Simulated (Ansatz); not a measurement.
Basis-set extrapolation for C₂H₆AlFS, SMILES `[CH3][AlH][CH](F)S` (PBE0-D4/def2-TZVP geometry, frozen core, Ansatz). Multiplicity 1, RHF reference.

```csv
,def2-TZVPP,def2-QZVPP
HF,-818.192242,-818.218713
MP2 correlation,-0.858671,-0.927281
CCSD(T) correlation,-0.943378,not run
```

Energies in hartree. Use E(X) = E(∞) + A·exp(−7.88·√X) for Hartree–Fock and E(X) = E(∞) + B·X^(−2.97) for correlation, with X = 3 and 4, and add CCSD(T) minus MP2 of the smaller set to the MP2 limit.

What is the CCSD(T) energy at the basis-set limit?

HF limit: -818.218713 + (-0.026471) × 0.13774 = -818.22236. MP2 limit: -0.927281 + (-0.068610) × 0.74074 = -0.97810. Higher-order term: -0.943378 − (-0.858671) = -0.08471. Total: -819.28517 hartree, 392.6 kJ/mol below CCSD(T)/def2-TZVPP.
